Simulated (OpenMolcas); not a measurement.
# Ionisation energies of vanadium

| Quantity | Value |
| --- | --- |
| Program | OpenMolcas |
| Basis | ANO-R3 [7s5p5d3f2g1h] |
| Scalar Hamiltonian | X2C, finite nucleus |
| Spin-orbit coupling | RASSI with atomic mean-field integrals over the reference wave functions, term energies averaged over their components |

Active shells in each charge state: the valence d, s shells, with orbitals averaged over the low states. Where CASPT2's correlated closed shells are named, they are those of the first ion.

A. CASSCF
B. SS-CASPT2, IPEA 0.25 Eh, imaginary shift 0.1 Eh (closed shells correlated: 3s 3p)
C. SS-CASPT2, IPEA 0.25 Eh, imaginary shift 0.1 Eh (closed shells correlated: 2s 2p 3s 3p)
D. SS-CASPT2, IPEA 0 Eh, imaginary shift 0.1 Eh (closed shells correlated: 3s 3p)

Energies in eV between the lowest computed levels, named as in B; reference values from the NIST Atomic Spectra Database with their kind.

| From | To | A | B | C | D | Spin-orbit share in B | Reference |
| --- | --- | --- | --- | --- | --- | --- | --- |
| V 3d3 4s2 4F 3/2 | V+ 3d4 5D0 | 5.580 | 7.008 | 6.964 | 7.198 | +0.005 | 6.746 (measured) |
| V+ 3d4 5D0 | V2+ 3d3 4F 3/2 | 13.405 | 14.692 | 14.718 | 14.845 | -0.015 | 14.634 (measured) |

Other lowest levels: A, V 3d4 4s 6D 1/2 to 3d3 4s 5F1; A, V+ 3d3 4s 5F1 to 3d3 4F 3/2.

Error against the reference values, in %:

```tsv
From	Reference	A	B	C	D
V	measured	-17.3	+3.9	+3.2	+6.7
V+	measured	-8.4	+0.4	+0.6	+1.4
```

Mean absolute error over the 2 measured values: A 1.20 eV, B 0.16 eV, C 0.15 eV, D 0.33 eV.

The lowest level within the active space need not be the ion's true ground level.
